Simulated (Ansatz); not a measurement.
Geometry optimisation, RKS r2SCAN-D4/STO-3G in Ansatz.

Input:

```yaml
crystal:
  periodic: [false, false, false]
  atoms:
    - { symbol: C, position_ang: [-0.4417, 1.8038, 0.0469] }
    - { symbol: "N", position_ang: [-0.7038, 0.6402, 0.4204] }
    - { symbol: Al, position_ang: [0.1467, -0.8452, -0.3864] }
    - { symbol: S, position_ang: [1.52085, -0.59757, -2.1431] }
    - { symbol: H, position_ang: [0.2078, 2.0632, -0.787] }
    - { symbol: H, position_ang: [-1.0151, 2.6814, 0.5165] }
    - { symbol: H, position_ang: [-0.22277, -2.35281, 0.09008] }
    - { symbol: H, position_ang: [0.5046, -0.6469, -3.07491] }
basis:
  gaussian: { orbitals: STO-3G }
hamiltonian:
  xc: r2scan
  dispersion: d4
relax:
  f_tol: 0.015
  max_steps: 40
```

Launched with:

```bash
$ ansatz run input.yaml --threads 1 --pin off --max-ram 2048MiB --backend cpu --events-out ev --progress --plain --runs-dir out
```

**Question.** Where does it end, and by what steps?

**Answer.** The forces met the threshold. Limits of this set-up: minimal basis. After 22 steps the energy has fallen by 1.061 eV; H5 moved furthest, 1.14 Å.

```tsv
step	energy less start (eV)	largest force component (eV/Å)	accepted
0	0.0000	4.755	yes
1	-0.1600	2.557	yes
2	-0.4328	1.782	yes
3	-0.5168	0.956	yes
4	-0.5745	0.528	yes
5	-0.6375	1.085	yes
6	-0.7297	1.280	yes
7	-0.8797	0.632	yes
8	-0.8995	1.144	yes
9	-0.9362	1.372	yes
10	-0.9774	0.400	yes
11	-1.0052	0.338	yes
12	-1.0240	0.221	yes
13	-1.0311	0.699	yes
14	-1.0373	0.678	yes
15	-1.0393	0.313	yes
16	-1.0544	0.240	yes
17	-1.0562	0.338	yes
18	-1.0585	0.193	yes
19	-1.0582	0.115	no
20	-1.0607	0.086	yes
21	-1.0610	0.020	yes
22	-1.0611	0.011	yes
```

```xyz
8
Properties=species:S:1:pos:R:3
C -0.436 1.747 0.041
N -0.800 0.563 -0.308
Al 0.194 -0.915 -0.545
S 0.871 -1.287 -2.497
H 0.603 2.088 0.277
H -1.181 2.570 0.142
H 0.294 -1.931 0.548
H 0.452 -0.088 -2.975
```

Whether the end is a true minimum wasn't checked by a vibrational analysis.

The run took 70 s on 1 thread of Arm Neoverse V1, with other jobs on the host, peak memory 0.16 GiB.
